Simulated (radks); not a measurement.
Results of a calculation; reference values are marked as such.
Initial-state core-level shifts of neutral tantalum when its valence configuration changes from [Xe] 4f14 5d3 6s2. Level of theory: scalar-relativistic Kohn-Sham, r2SCAN, spin-polarised, spherical densities, finite nucleus; open shells are filled with parallel spins first (spin-orbit coupling, left out, can overturn this in heavy ions); meta-GGA in the generalised Kohn-Sham scheme; Fermi nuclear charge, rms radius 5.3507 fm (a radial shooting solver on a logarithmic mesh with Libxc functionals). Shifts are changes of the shell-averaged eigenvalues in eV (positive: less bound); the change of the density at the nucleus, which sets a Mossbauer isomer shift, is in e/bohr^3, on a base of 1.394e+06.

[
 {"valence": "4f14 5d2.5 6s2 6p0.5", "2s": "-1.982", "3d": "-1.974", "5s": "-1.960", "5p": "-1.858", "density at nucleus": "+12.8"},
 {"valence": "4f13 5d4 6s2", "2s": "-9.607", "3d": "-10.728", "5s": "-3.865", "5p": "-2.864", "density at nucleus": "+76.8"},
 {"valence": "4f14 5d2 6s2 6p1", "2s": "-3.996", "3d": "-3.976", "5s": "-3.933", "5p": "-3.713", "density at nucleus": "+26.4"},
 {"valence": "4f12 5d4 6s2 6p1", "2s": "-24.460", "3d": "-26.816", "5s": "-12.057", "5p": "-9.828", "density at nucleus": "+190.2"},
 {"valence": "4f13.5 5d3.5 6s2", "2s": "-4.719", "3d": "-5.262", "5s": "-1.943", "5p": "-1.445", "density at nucleus": "+37.9"},
 {"valence": "4f12 5d5 6s2", "2s": "-19.856", "3d": "-22.235", "5s": "-7.639", "5p": "-5.629", "density at nucleus": "+157.4"},
 {"valence": "4f14 5d4 6s1", "2s": "+2.308", "3d": "+2.302", "5s": "+2.270", "5p": "+2.128", "density at nucleus": "-62.8"},
 {"valence": "4f13 5d5 6s1", "2s": "-6.892", "3d": "-8.021", "5s": "-1.228", "5p": "-0.374", "density at nucleus": "+11.2"},
 {"valence": "4f13.5 5d2.5 6s2 6p1", "2s": "-8.882", "3d": "-9.404", "5s": "-6.011", "5p": "-5.293", "density at nucleus": "+66.1"}
]
